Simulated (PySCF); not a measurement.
## BBr⁻ at UHF-MP2

Computed with UHF-MP2; PySCF, no relativity, basis sets B def2-TZVPPD, Br def2-TZVPPD.

```json
{
  "state": "²Π (doublet), unpaired electrons π ↑",
  "bond length": "2.092 Å",
  "harmonic wavenumber": "408 cm⁻¹",
  "force constant": "0.950 mdyn/Å",
  "rotational constant Be": "0.3987 cm⁻¹",
  "anharmonicity ωexe": "5.04 cm⁻¹",
  "vibration–rotation constant αe": "0.00641 cm⁻¹",
  "well depth De to B + Br⁻": "1.23 eV",
  "dissociation energy D0": "1.21 eV"
}
```

Correlated steps freeze 10 core orbitals. Spin–orbit coupling is left out. For an ion De counts to the pair picked by the measured ionisation energies or electron affinities, which need not be the lowest pair at this level. The state is the lowest determinant that a PBE0 search found; another state may lie lower at other levels.
